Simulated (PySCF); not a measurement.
Work out the structure from these simulated measurements.

Formula: CH7N3OSi2.

- 1H NMR: chemical shifts (computed TMS as zero) by class: 8.23 (1 H), 5.93 (1 H), 5.77 (1 H), 5.71 (1 H), 1.52 (2 H), 0.68 (1 H) ppm [GIAO PBE0/pcSseg-1]
- Dipole: 3.74 D [PBE0/def2-SVPD]
- NMR, other nuclei: isotropic shieldings of nuclei other than C and H, by class: 128 (1 N), 232 (1 N), 233 (1 N), -121 (1 O), 373 (1 Si), 377 (1 Si) ppm [GIAO PBE0/pcSseg-1]
- Rotational structure: rotational constants A, B, C: 2.420, 1.864, 1.171 GHz [GFN2-xTB]
- 13C NMR: chemical shifts (computed TMS as zero) by class: 167.5 (1 C) ppm [GIAO PBE0/pcSseg-1]
- UV, first state: lowest singlet excitation: 5.47 eV (227 nm, f = 0.001) [TDDFT PBE0/def2-SVPD]
- UV, strongest line: among the 6 lowest singlet transitions: S6 at 6.69 eV (185 nm, f = 0.049) [TDDFT PBE0/def2-SVPD]
- Polarisability: 84.0 au [PBE0/def2-SVPD]
- Triplet: lowest triplet excitation (Tamm–Dancoff): 4.96 eV [TDA PBE0/def2-SVPD]

Gas-phase values; electronic properties from PySCF, density fitting. Levels stand in brackets. The structure is a single GFN2-xTB conformer in the gas phase; no vibrational or solvent corrections. NMR classes are plain means over equivalent atoms (diastereotopic ones count apart unless rotation or inversion swaps them), as if these changed places fast.

Question: Propose a structure and show how it fits.

Answer: Numbering: `[NH2:1][Si@@H:2]1[NH:3][SiH2:4][N:5]1[CH:6]=[O:7]`. Its formula, CH7N3OSi2, gives 2 degrees of unsaturation: 1 ring and 1 π bond in the structure found. The one carbon: amide carbonyl carbon [C6] (167.5 ppm). Hydrogen classes from least to most shielded: 1 H on an amide carbonyl carbon, C6 (8.23 ppm), 1 H on an SiH silicon, Si2 (5.93 ppm), 1 H on an SiH2 silicon, Si4 (5.77 ppm), 1 H on an SiH2 silicon, Si4 (5.71 ppm), 2 H on a silicon-bound nitrogen, N1 (1.52 ppm, a mean of values up to 1.1 ppm apart in this geometry), 1 H on a nitrogen bridging silicon atoms, N3 (0.68 ppm). The other shieldings belong to: 128 ppm, amide nitrogen [N5]; 232 ppm, nitrogen bridging silicon atoms [N3]; 233 ppm, silicon-bound nitrogen [N1]; -121 ppm, amide oxygen [O7]; 373 ppm, SiH silicon [Si2]; 377 ppm, SiH2 silicon [Si4]. The optimised geometry has point group C1 and is an asymmetric top. Structure: `[SiH2]1N[Si@@H](N)N1C=O`. The assignments are read from this structure; whether some other isomer fits the data as well wasn't checked. The mirror image fits equally.

The values belong to the conformer `[NH2:1][Si@@H:2]1[NH:3][SiH2:4][N:5]1[CH:6]=[O:7]`: Si4–N5–C6–O7 -173°, H–N1–Si2–N3 -92°, H–N1–Si2–N3 134°.
